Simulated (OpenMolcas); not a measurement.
**Multiplet structure of Re2+**

- Program: OpenMolcas
- Method: SS-RASPT2, IPEA 0.25 Eh, imaginary shift 0.1 Eh (closed shells correlated: 5s 5p)
- Basis: ANO-RCC-VTZP [8s7p5d3f2g1h]
- Scalar Hamiltonian: DKH2, point nucleus
- Active space: 5 electrons in 9 orbitals (RAS2 5d 6s; RAS3 6p, at most 2 electrons)
- State averaging: 2S+1 = 6 even, 6 roots; 2S+1 = 4 even, 84 roots kept (CI in the orbitals of an earlier block); 2S+1 = 2 even, 83 roots kept (CI in the orbitals of an earlier block); 2S+1 = 6 odd, 36 roots (15 in the spin-orbit step); 2S+1 = 4 odd, 88 roots kept (CI in the orbitals of an earlier block, 31 in the spin-orbit step); 2S+1 = 2 odd, 81 roots kept (CI in the orbitals of an earlier block, 1 in the spin-orbit step)
- Spin-orbit coupling: RASSI with atomic mean-field integrals over the reference wave functions, term energies averaged over their components

With spin-orbit coupling, above the lowest level:

| Configuration | Term | J | E (cm⁻¹) | Measured (cm⁻¹) | Term weight % | Second |
| --- | --- | --- | --- | --- | --- | --- |
| 5d⁵ | ⁶S | 5/2 | 0.0 | 0.0 | 89 | 9 ⁴P |
| 5d⁴ 6s | ⁶D | 1/2 | 14050 | 14396 | 64 | 21 5d⁵ ⁴P |
| 5d⁵ | ⁴G | 5/2 | 15110 |  | 27 | 17 ²F(1) |
| 5d⁴ 6s | ⁶D | 3/2 | 16090 |  | 55 | 28 5d⁵ ⁴P |
| 5d⁴ 6s | ⁶D | 3/2 | 18260 |  | 36 | 35 5d⁵ ⁴D |
| 5d⁵ | ⁴G | 7/2 | 18580 | 16890 | 65 | 15 ⁴D |
| 5d⁵ | ⁴G | 5/2 | 18730 |  | 43 | 21 ⁴D |
| 5d⁴ 6s | ⁶D | 5/2 | 19160 | 19719 | 87 | 5 5d⁵ ⁴D |
| 5d⁵ | ⁴P | 1/2 | 19340 |  | 37 | 36 ⁴D |
| 5d⁵ | ⁴G | 11/2 | 19780 | 18020 | 88 | 10 ²H |
| 5d⁵ | ⁴G | 9/2 | 20210 | 18346 | 91 | 4 ⁴F |
| 5d⁴ 6s | ⁶D | 7/2 | 20940 | 22106 | 75 | 10 5d⁵ ⁴D |
| 5d⁵ | ⁴D | 7/2 | 22720 | 20453 | 60 | 18 5d⁴ 6s ⁶D |
| 5d⁴ 6s | ⁶D | 9/2 | 22930 | 23471 | 82 | 10 5d⁵ ⁴F |
| 5d⁵ | ⁴D | 5/2 | 23330 |  | 40 | 30 ²D(1) |
| 5d⁵ | ⁴D | 1/2 | 23350 |  | 58 | 31 ⁴P |
| 5d⁵ | ⁴D | 3/2 | 24800 |  | 46 | 36 ⁴P |
| 5d⁵ | ²D(1) | 3/2 | 28610 |  | 47 | 42 ⁴F |
| 5d⁵ | ²F(1) | 5/2 | 28950 |  | 32 | 19 ⁴P |
| 5d⁵ | ²I | 11/2 | 29040 | 26170 | 74 | 18 ²H |
| 5d⁵ | ⁴F | 7/2 | 29440 |  | 34 | 26 ²F(2) |
| 5d⁵ | ²G | 9/2 | 29700 |  | 43 | 32 ⁴F |
| 5d⁵ | ²I | 13/2 | 31600 | 28588 | 100 |  |
| 5d⁵ | ⁴F | 5/2 | 32470 | 30302 | 69 | 16 ²F(1) |
| 5d⁵ | ²F(1) | 7/2 | 32810 |  | 57 | 18 ²G |
| 5d⁴ 6s | ⁴D(1) | 1/2 | 32940 |  | 32 | 23 ²P |
| 5d⁵ | ²F(2) | 5/2 | 33930 |  | 40 | 19 ²D(1) |
| 5d⁵ | ⁴F | 3/2 | 34020 |  | 48 | 26 ²D(1) |
| 5d⁵ | ²H | 9/2 | 34890 |  | 45 | 41 ⁴F |
| 5d⁴ 6s | ⁴H | 7/2 | 35510 |  | 36 | 25 5d⁵ ⁴F |
| 5d⁴ 6s | ⁴D(1) | 3/2 | 36070 |  | 42 | 21 ⁴P(1) |
| 5d⁵ | ²F(2) | 7/2 | 36120 |  | 42 | 19 ⁴F |
| 5d⁴ 6s | ⁴H | 9/2 | 37120 | 35140 | 70 | 16 ⁴G |
| 5d⁴ 6s | ⁴H | 7/2 | 37420 |  | 30 | 29 5d⁵ ²G |
| 5d⁴ 6s | ⁴P(1) | 1/2 | 37660 |  | 42 | 37 ⁴D(1) |
| 5d⁴ 6s | ⁴F(1) | 5/2 | 38090 |  | 41 | 23 ⁴D(1) |
| 5d⁴ 6s | ⁴H | 11/2 | 38680 | 38168 | 75 | 16 ⁴G |
| 5d⁵ | ²S | 1/2 | 39360 |  | 59 | 28 5d⁴ 6s ⁴P(1) |
| 5d⁴ 6s | ⁴P(1) | 3/2 | 40250 |  | 55 | 24 ⁴F(1) |
| 5d⁴ 6s | ⁴H | 13/2 | 40440 | 39300 | 89 | 11 ²I |

Against the 14 measured excited levels shown (the list in Brasseur, Gamrath and Quinet, At. Data Nucl. Data Tables 157, 101636 (2024)) the mean absolute deviation is 1600 cm-1; the largest miss in energy is 5d⁵ ²I_13/2: computed 31600, measured 28588 cm⁻¹ (+10.5 %). Levels of one J stand in another order than measured, so their pairing by name is doubtful.

Spin-orbit coupling puts the lowest level 2226 cm⁻¹ below the lowest spin-free term.

CASPT2 does not keep the components of a term degenerate, so their means are used; among the terms shown or strongly mixed into the levels shown the widest spread is 150 cm-1 (5d⁵ ²I). Some high roots are left out of the spin-orbit mixing, which shifts the levels that they would mix with. Some levels mix across a computed gap that differs much from the measured one, so their mixing is not that of the real levels. Terms from blocks run as CI alone lack orbitals of their own. Configurations are named by rounded mean occupations; where the s occupation lies near a half they are strongly mixed, a name can repeat and a true partner stay unpaired. A single d shell beside an s shell can misplace configurations of different d count against each other. The CASPT2 spread within a term exceeds the gap to the next term for 5d⁵ ²I and 5d⁵ ²F(1), so the order of their levels is uncertain. Computed and measured levels are paired by configuration, term and J; levels that our copy of the source lacks, or whose pairing is in doubt (as where it misses far off the trend of its configuration), stay unpaired and out of the deviations. Only configurations of the active space appear. The first state left out of the spin-orbit step lies near 53000 cm-1 above the lowest spin-free state of the reference (among the parities and spins computed), and the list stops at four fifths of that energy or lower. The table shows the lowest 40 of 45 levels.

The term weight is that of the spin-free term in the level, not the purity of its configuration. A number in round brackets counts repeated terms of one configuration in the order of the reference energies.
